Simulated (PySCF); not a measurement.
```xyz
9

O     -1.5298     0.2347     0.6529
Si    -0.0622    -0.0225    -0.0274
O     -0.0752    -0.7107    -1.5137
S      0.8209     1.8863    -0.2645
S      0.9513    -1.3791     1.2422
H     -2.0071    -0.5409     0.9588
H     -0.3727    -0.1606    -2.2430
H      0.4154     2.3219     0.9358
H      1.8998    -1.6563     0.3374
```

Charge 0, multiplicity 1.

Give the Mulliken and meta-Löwdin atomic charges from ωB97X-D3(BJ)/def2-TZVP (PySCF).


```tsv
atom	Mulliken (e)	meta-Löwdin (e)
O1	-0.50	-0.76
Si2	0.63	1.22
O3	-0.50	-0.76
S4	-0.31	-0.32
S5	-0.31	-0.32
H6	0.33	0.36
H7	0.33	0.36
H8	0.17	0.11
H9	0.17	0.11
```
